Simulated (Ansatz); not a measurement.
(FSi)4O6 adamantane (Si₄O₆F₄). Charge 0, multiplicity 1. Geometry PBE-D4/def2-SVP; atoms count from 1.

Cartesian coordinates in Å:
```
Si -0.123 1.644 0.499
F -0.237 3.170 0.962
O 1.243 0.903 1.124
Si 1.422 -0.701 0.675
F 2.741 -1.350 1.301
O 0.037 -1.503 1.168
Si -1.383 -0.870 0.545
F -2.667 -1.678 1.050
O -1.441 0.741 0.999
O -1.243 -0.903 -1.124
Si 0.084 -0.074 -1.719
F 0.162 -0.142 -3.314
O -0.037 1.503 -1.168
O 1.441 -0.741 -0.999
```

Question: Estimate the Mulliken populations from the PBE0/def2-TZVP orbitals of Ansatz.

Answer: 
```json
{"atom": "Si1", "charge (e)": "0.83"}
{"atom": "F2", "charge (e)": "-0.31"}
{"atom": "O3", "charge (e)": "-0.35"}
{"atom": "Si4", "charge (e)": "0.83"}
{"atom": "F5", "charge (e)": "-0.31"}
{"atom": "O6", "charge (e)": "-0.35"}
{"atom": "Si7", "charge (e)": "0.83"}
{"atom": "F8", "charge (e)": "-0.31"}
{"atom": "O9", "charge (e)": "-0.35"}
{"atom": "O10", "charge (e)": "-0.35"}
{"atom": "Si11", "charge (e)": "0.83"}
{"atom": "F12", "charge (e)": "-0.31"}
{"atom": "O13", "charge (e)": "-0.35"}
{"atom": "O14", "charge (e)": "-0.35"}
```
Mulliken values and Mayer orders depend strongly on the basis.

Question: And the Mayer bond orders between bonded heavy atoms (over 0.3)?

Answer: Si1–F2 1.17 (1.60 Å); Si1–O3 1.14 (1.67 Å); Si1–O9 1.14 (1.67 Å); Si1–O13 1.14 (1.67 Å); O3–Si4 1.14 (1.67 Å); Si4–F5 1.17 (1.60 Å); Si4–O6 1.14 (1.67 Å); Si4–O14 1.14 (1.67 Å); O6–Si7 1.14 (1.67 Å); Si7–F8 1.17 (1.60 Å); Si7–O9 1.14 (1.67 Å); Si7–O10 1.14 (1.67 Å); O10–Si11 1.14 (1.67 Å); Si11–F12 1.17 (1.60 Å); Si11–O13 1.14 (1.67 Å); Si11–O14 1.14 (1.67 Å).
